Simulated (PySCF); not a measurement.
# C₆ coefficients of unlike pairs at PBE

Calculated with PySCF 2.14 from the dipole response of each species, C₆(A,B) = (3/π) ∫ α_A(iu) α_B(iu) du, in atomic units, from isotropic polarisabilities. For ions this is the dispersion term alone; charge-induced terms of lower order in 1/R come first.

| species | configuration | basis | relativity | α (bohr³) | C₆ (like pair) |
| --- | --- | --- | --- | --- | --- |
| S⁺ | [Ne] 3s2 3p3 (4S) | aug-cc-pVDZ-DK (5s4p2d) | spin-free X2C | 10.96 | 55.08 |
| Ge²⁺ | [Ar] 3d10 4s2 (1S) | x2c-QZVPPall with one added diffuse shell each of s, p, d, f type (12s9p6d5f1g) | spin-free X2C | 10.19 | 39.62 |
| Cl²⁺ | [Ne] 3s2 3p3 (4S) | x2c-QZVPPall with one added diffuse shell each of s, p, d, f type (10s7p5d3f1g) | spin-free X2C | 5.845 | 20.82 |

Problem. Estimate C₆ for Cl²⁺ with Ge²⁺.

Solution. The integral gives 28.18. The combination rule 2 C_A C_B / (C_A α_B/α_A + C_B α_A/α_B) gives 27.95 and the geometric mean 28.72.

No spin-orbit coupling is included.

The other pairs:

```csv
pair,C₆
"Ge²⁺, S⁺",46.40
"Cl²⁺, S⁺",33.49
```
